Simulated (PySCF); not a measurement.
Compound: C₄H₉ClOSi.
Cartesian coordinates in Å at the PBE0-D3(BJ)/def2-SVP level; atoms count from 1:
```
atom  x, y, z in Å
C1     2.0250    1.1627   -0.2707
O2     1.7180   -0.2004   -0.3761
C3     0.6354   -0.5595    0.3909
C4    -0.1509   -1.7346   -0.0420
C5    -0.7522   -0.3453   -0.1786
Si6   -2.1193    0.2670    0.9041
Cl7   -1.8853    2.3159    1.1641
H8     2.3338    1.4341    0.7569
H9     2.8590    1.3713   -0.9548
H10    1.1625    1.7988   -0.5437
H11    0.7673   -0.3949    1.4725
H12    0.1696   -2.2162   -0.9690
H13   -0.5396   -2.4151    0.7208
H14   -0.7426    0.0499   -1.2014
H15   -3.4730    0.0424    0.3236
H16   -2.0259   -0.3808    2.2451
```

Computed with PySCF at wB97X-D/def2-SVPD, non-relativistic, on one gas-phase PBE0-D3(BJ)/def2-SVP geometry that isn't relaxed in the solvent. The solvent is an IEF-PCM continuum (van der Waals radii × 1.2), and excitations are vertical TDDFT with non-equilibrium linear response and a frozen core. Specific hydrogen bonds and non-electrostatic terms are outside this model.

Gas-phase singlets (H = HOMO, L = LUMO):

```tsv
state	E (eV)	λ (nm)	f	leading configurations
S1	7.199	172	0.027	H→L 79%, H-1→L 9%
S2	7.596	163	0.032	H-1→L 52%, H-2→L 16%
S3	7.656	162	0.027	H→L+1 44%, H→L+2 26%, H-2→L 12%
S4	7.720	161	0.028	H-2→L 57%, H-3→L 15%, H-1→L 9%
S5	7.920	157	0.009	H→L+4 70%, H→L+1 10%
```

Task: Give the list for chloroform (ε = 4.711), n² = 2.09.

Result: 
| state | E (eV) | λ (nm) | f | leading configurations | change by rank (eV) |
| --- | --- | --- | --- | --- | --- |
| S1 | 7.185 | 173 | 0.041 | H→L 80% | -0.014 |
| S2 | 7.612 | 163 | 0.054 | H-1→L 58%, H-2→L 18% | +0.016 |
| S3 | 7.691 | 161 | 0.029 | H→L+1 41%, H→L+2 34% | +0.035 |
| S4 | 7.770 | 160 | 0.037 | H-2→L 56%, H-3→L 24% | +0.050 |
| S5 | 7.992 | 155 | 0.008 | H→L+4 51%, H→L+1 16%, H→L+3 9% | +0.072 |

Task: How do the frontier levels move from gas to chloroform?

Result: 
```json
{"orbital": "LUMO+2", "gas (eV)": "2.66", "solvent (eV)": "2.75", "change (eV)": "+0.09", "Löwdin shares, gas": "Cl7 16 %, C1 16 %, Si6 14 %, O2 8 %", "Löwdin shares, solvent": "Cl7 18 %, C1 17 %, Si6 12 %, O2 11 %"}
{"orbital": "LUMO+1", "gas (eV)": "2.16", "solvent (eV)": "2.28", "change (eV)": "+0.12", "Löwdin shares, gas": "Si6 40 %, Cl7 12 %, H16 8 %, H15 8 %", "Löwdin shares, solvent": "Si6 41 %, Cl7 13 %, H15 8 %, H16 8 %"}
{"orbital": "LUMO", "gas (eV)": "1.70", "solvent (eV)": "1.77", "change (eV)": "+0.07", "Löwdin shares, gas": "Si6 29 %, Cl7 27 %, H16 10 %, H15 9 %", "Löwdin shares, solvent": "Cl7 33 %, Si6 28 %, H16 9 %, H15 9 %"}
{"orbital": "HOMO", "gas (eV)": "-9.39", "solvent (eV)": "-9.31", "change (eV)": "+0.08", "Löwdin shares, gas": "O2 43 %, C5 18 %, C3 13 %, C1 6 %", "Löwdin shares, solvent": "O2 42 %, C5 18 %, C3 14 %, C1 6 %"}
{"orbital": "HOMO-1", "gas (eV)": "-10.25", "solvent (eV)": "-10.15", "change (eV)": "+0.10", "Löwdin shares, gas": "C4 20 %, Cl7 16 %, C5 15 %, O2 14 %", "Löwdin shares, solvent": "C4 21 %, C5 15 %, O2 15 %, C3 14 %"}
{"orbital": "HOMO-2", "gas (eV)": "-10.75", "solvent (eV)": "-10.74", "change (eV)": "+0.01", "Löwdin shares, gas": "Cl7 55 %, Si6 17 %, H16 12 %, H15 7 %", "Löwdin shares, solvent": "Cl7 44 %, Si6 17 %, H16 13 %, H15 6 %"}
{"orbital": "HOMO-3", "gas (eV)": "-10.95", "solvent (eV)": "-10.95", "change (eV)": "0.00", "Löwdin shares, gas": "Cl7 46 %, O2 17 %, C3 8 %, C5 6 %", "Löwdin shares, solvent": "Cl7 47 %, O2 14 %, C5 7 %, C3 7 %"}
```

The HOMO–LUMO gap goes from 11.09 to 11.07 eV.
